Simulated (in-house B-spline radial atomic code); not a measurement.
Configurations of Ca5+, with energies counted from [Ne] 3s2 3p3. Computed with an all-electron radial atomic-structure program (B-spline basis): non-relativistic r2SCAN0, spin-polarised, spherical fractional occupations, exact exchange averaged over the configuration, point nucleus. Shells without spins written out take the highest spin.

Occupations are held fixed; configurations that lie above the ionisation limit could autoionise.

```tsv
configuration	E - E(ref) (eV)	highest orbital	its <r> (bohr)
[Ne] 3s1 3p3 3d1	41.714	3d up	1.173
[Ne] 3s1 3p3 4s1	66.287	4s up	2.335
[Ne] 3s2 3p2 4d1	71.198	4d up	2.83
[Ne] 3s1 3p3 4d1	82.511	4d up	2.818
[He] 2s2 2p5 3s2 3p3 4d1	406.81	4d up	2.728
```

(1) Order these further configurations by energy, lowest first.
A. [He] 2s2 2p5 3s2 3p3 4s1
B. [Ne] 3s2 3p2 3d1
C. [Ne] 3s1 3p3 4f1
D. [He] 2s2 2p5 3s2 3p3 3d1
E. [He] 2s2 2p5 3s2 3p3 4p1

(2) How far above the reference does [Ne] 3s2 3p2 4f1 lie?

## Answers

(1) B (31.95 eV), C (88.108 eV), D (362.6 eV), A (390.5 eV), E (397.13 eV).

(2) 76.807 eV; its least bound orbital is 4f up with <r> = 2.789 bohr.
